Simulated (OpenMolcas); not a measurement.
**Mg I: input and output**

Input:

```
&GATEWAY
Coord
1

Mg 0.0 0.0 0.0
Basis=ANO-L-VDZP
Group=XYZ
NoMove
AngMom=0.0 0.0 0.0
AMFI
&SEWARD
* reference wave functions (RASSCF and RASSI steps not shown): 2 electrons in 9 orbitals (RAS2 3s 3p; RAS3 3d, at most 2 electrons)
>>> COPY JOB002 $Project.JobIph
&CASPT2
Multistate=1 1
Frozen=1 0
IPEA=0.5
Imaginary=0.05
MaxIter=60
WThr=0.0 0.3 0.05
PrWF=0.5
NoMix
>>> COPY JOB003 $Project.JobIph
&CASPT2
Multistate=3 1 2 3
Frozen=1 0
IPEA=0.5
Imaginary=0.05
MaxIter=60
WThr=0.0 0.3 0.05
PrWF=0.5
NoMix
```

Launched by
```bash
OMP_NUM_THREADS=1 MOLCAS_MEM=2252 MOLCAS_PROJECT=a pymolcas a.inp > a.log  # once for each step of the input, in one work folder
```

Output, cut to the results:

```
--- CASPT2 ---
Orbital specifications:
      -----------------------

      Symmetry species                           1   2
                                                ag  au
      Frozen orbitals                            1   0
      Inactive orbitals                          1   3
      Active orbitals                            6   3
      Secondary orbitals                         1   3
      Deleted orbitals                           0   0
      Number of basis functions                  9   9
Type of calculation                        SS-CASPT2
      Fock operator                              state-specific
      IPEA shift                                 0.50
      Real shift                                 0.00
      Imaginary shift                            0.05
      The input orbitals will be transformed to quasi-canonical
Reference energy:        -199.6461397155
      E2 (Non-variational):      -0.0046194503
      Shift correction:          -0.0000027728
      E2 (Variational):          -0.0046222231
      Total energy:            -199.6507619386
      Residual norm:              0.0000000556
      Reference weight:           0.99830
      Contributions to the CASPT2 correlation energy
      Active & Virtual Only:         -0.0008157949
      One Inactive Excited:          -0.0010735360
      Two Inactive Excited:          -0.0027301194
::    CASPT2 Root  1     Total energy:   -199.65076194
--- CASPT2 ---
Orbital specifications:
      -----------------------

      Symmetry species                           1   2
                                                ag  au
      Frozen orbitals                            1   0
      Inactive orbitals                          1   3
      Active orbitals                            6   3
      Secondary orbitals                         1   3
      Deleted orbitals                           0   0
      Number of basis functions                  9   9
Type of calculation                        MS-CASPT2
      Fock operator                              state-specific
      IPEA shift                                 0.50
      Real shift                                 0.00
      Imaginary shift                            0.05
      The input orbitals will be transformed to quasi-canonical
Reference energy:        -199.5500990120
      E2 (Non-variational):      -0.0044844545
      Shift correction:          -0.0000049364
      E2 (Variational):          -0.0044893909
      Total energy:            -199.5545884028
      Residual norm:              0.0000001525
      Reference weight:           0.99790
      Contributions to the CASPT2 correlation energy
      Active & Virtual Only:         -0.0010814805
      One Inactive Excited:          -0.0007888463
      Two Inactive Excited:          -0.0026141276
Reference energy:        -199.5500990120
      E2 (Non-variational):      -0.0044844983
      Shift correction:          -0.0000049364
      E2 (Variational):          -0.0044894347
      Total energy:            -199.5545884467
      Residual norm:              0.0000001525
      Reference weight:           0.99790
      Contributions to the CASPT2 correlation energy
      Active & Virtual Only:         -0.0010814789
      One Inactive Excited:          -0.0007888918
      Two Inactive Excited:          -0.0026141276
::    CASPT2 Root  1     Total energy:   -199.55458840
::    CASPT2 Root  2     Total energy:   -199.55458845
::    CASPT2 Root  3     Total energy:   -199.55458840
::    MS-CASPT2 Root  1     Total energy:   -199.55458845
::    MS-CASPT2 Root  2     Total energy:   -199.55458840
::    MS-CASPT2 Root  3     Total energy:   -199.55458840
```

Levels above the lowest, from the spin-orbit matrix with the single-state CASPT2 energies, averaged by term, on its diagonal:

```csv
Configuration,Term,J,E (cm-1),Measured (cm-1),g,Term weight %
3s2,1S,0,0.0,0.0,,100
3s 3p,3P*,0,21077,21850,,100
3s 3p,3P*,1,21092,21870,1.501,100
3s 3p,3P*,2,21123,21911,1.501,100
```

Against the 3 measured excited levels shown (NIST Handbook of Basic Atomic Spectroscopic Data) the mean absolute deviation is 780 cm-1; the largest miss in energy is 3s 3p 3P* 2: computed 21123, measured 21911 cm-1 (-3.6 %).

Active for correlation alone: 3d; no level in the range computed is led by a configuration that fills it, so any true level of that kind is missing. Computed and measured levels are paired by configuration, term and J; levels that our copy of the source lacks, or whose pairing is in doubt (as where it misses far off the trend of its configuration), stay unpaired and out of the deviations. Only configurations of the active space appear. The first state left out of the spin-orbit step lies near 39000 cm-1 above the lowest spin-free state of the reference (among the parities and spins computed), and the list stops at four fifths of that energy or lower.

The CASPT2 steps took 1 s on 1 thread of Intel(R) Xeon(R) 6975P-C (Granite Rapids) (shared host); the integral step is not counted.

The term weight is that of the spin-free term in the level, not the purity of its configuration. * marks odd parity.
